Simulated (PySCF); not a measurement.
## Calculated data, AlBFH, AlBF$_{2}$H

Calculation on a computer-drawn molecule: optimised geometry and harmonic frequencies of an isolated molecule of the commonest isotopes, restricted reference for singlets and unrestricted otherwise, frozen core in MP2. Program: PySCF 2.14.0.

Common to all runs: charge 0; basis cc-pV(D+d)Z.

```yaml
- entry: 1
  formula: AlBFH
  start_structure:
    atoms_angstrom:
      - [F, -2.8376, -0.9613, -0.0616]
      - [B, -2.9539, -1.4208, -1.4704]
      - [Al, -2.9315, 0.7045, -1.2514]
      - [H, -2.3757, -2.4525, -1.5519]
  given:
    multiplicity: 1
    method: HF
    drawn_bonds_atom: [1, 2, 2]
    drawn_bonds_other_atom: [2, 3, 4]
    drawn_bonds_order: [1, 1, 1]
  results:
    optimised_atom_element: [F, B, Al, H]
    "optimised_atom_x [angstrom]": [-2.741, -2.741, -3.042, -2.575]
    "optimised_atom_y [angstrom]": [-1.516, -1.258, 0.8898, -2.246]
    "optimised_atom_z [angstrom]": [0.2489, -1.073, -1.754, -1.757]
    "modes_frequency [cm^-1]": [174.5, 466.2, 610.1, 1146, 1254, 2598]
    "modes_reduced_mass [dalton]": [10.7, 4.94, 1.496, 1.664, 3.212, 1.088]
    "rotational_constants [GHz]": [54.15, 4.297, 3.981]
    "total_energy [hartree]": -366.6118
    "convergence_status_largest_gradient_component [hartree/bohr]": 3.246e-05
- entry: 2
  formula: AlBFH
  start_structure:
    atoms_angstrom:
      - [F, -2.7408, -1.5165, 0.2489]
      - [B, -2.7415, -1.2575, -1.0726]
      - [Al, -3.0418, 0.8898, -1.7544]
      - [H, -2.5747, -2.2459, -1.7572]
  given:
    multiplicity: 1
    method: MP2
    drawn_bonds_atom: [1, 2, 2]
    drawn_bonds_other_atom: [2, 3, 4]
    drawn_bonds_order: [1, 1, 1]
  results:
    optimised_atom_element: [F, B, Al, H]
    "optimised_atom_x [angstrom]": [-2.74, -2.742, -3.042, -2.574]
    "optimised_atom_y [angstrom]": [-1.522, -1.254, 0.8935, -2.248]
    "optimised_atom_z [angstrom]": [0.2617, -1.072, -1.76, -1.765]
    "modes_frequency [cm^-1]": [157.5, 450.6, 563.8, 1108, 1221, 2537]
    "modes_reduced_mass [dalton]": [10.36, 5.005, 1.501, 1.524, 3.896, 1.088]
    "rotational_constants [GHz]": [53.79, 4.252, 3.94]
    "total_energy [hartree]": -366.9204
    "convergence_status_largest_gradient_component [hartree/bohr]": 3.397e-05
- entry: 3
  formula: AlBF2H
  start_structure:
    atoms_angstrom:
      - [F, -0.9987, 0.419, -1.0798]
      - [B, -0.997, -0.117, 0.1373]
      - [F, -2.1622, -0.7494, 0.3216]
      - [Al, -0.4339, 1.0159, 1.7379]
      - [H, 0.8369, 0.9778, 2.7264]
  given:
    multiplicity: 2
    method: HF
    drawn_bonds_atom: [1, 2, 2, 4]
    drawn_bonds_other_atom: [2, 3, 4, 5]
    drawn_bonds_order: [1, 1, 1, 1]
  results:
    optimised_atom_element: [F, B, F, Al, H]
    "optimised_atom_x [angstrom]": [-0.8598, -1.2, -2.078, -0.4718, 0.8548]
    "optimised_atom_y [angstrom]": [0.3374, 0.07678, -0.9123, 1.24, 0.8041]
    "optimised_atom_z [angstrom]": [-1.086, 0.1726, 0.3158, 1.842, 2.599]
    "modes_frequency [cm^-1]": [146.7, 188.6, 354.5, 368.4, 610.2, 637.9, 1235, 1334, 1945]
    "modes_reduced_mass [dalton]": [1.422, 3.75, 15.91, 1.999, 11.58, 2.071, 12.6, 12.58, 1.045]
    "rotational_constants [GHz]": [10.24, 3.576, 2.7]
    "total_energy [hartree]": -466.1400
    spin_squared: 0.7633
    "convergence_status_largest_gradient_component [hartree/bohr]": 1.411e-05
- entry: 4
  formula: AlBF2H
  start_structure:
    atoms_angstrom:
      - [F, -0.8598, 0.3374, -1.0863]
      - [B, -1.2004, 0.0768, 0.1726]
      - [F, -2.0778, -0.9123, 0.3158]
      - [Al, -0.4718, 1.2404, 1.8417]
      - [H, 0.8548, 0.8041, 2.5995]
  given:
    multiplicity: 2
    method: MP2
    drawn_bonds_atom: [1, 2, 2, 4]
    drawn_bonds_other_atom: [2, 3, 4, 5]
    drawn_bonds_order: [1, 1, 1, 1]
  results:
    optimised_atom_element: [F, B, F, Al, H]
    "optimised_atom_x [angstrom]": [-0.8525, -1.2, -2.09, -0.4687, 0.8562]
    "optimised_atom_y [angstrom]": [0.3492, 0.07561, -0.9219, 1.234, 0.8095]
    "optimised_atom_z [angstrom]": [-1.1, 0.172, 0.3267, 1.838, 2.606]
    "modes_frequency [cm^-1]": [141.5, 186.1, 343.8, 349.5, 582.6, 610.1, 1185, 1296, 1925]
    "modes_reduced_mass [dalton]": [1.895, 2.255, 17.27, 1.949, 10.91, 2.13, 12.65, 12.57, 1.045]
    "rotational_constants [GHz]": [9.914, 3.585, 2.681]
    "total_energy [hartree]": -466.6339
    spin_squared: 0.7639
    "convergence_status_largest_gradient_component [hartree/bohr]": 2.436e-05
```
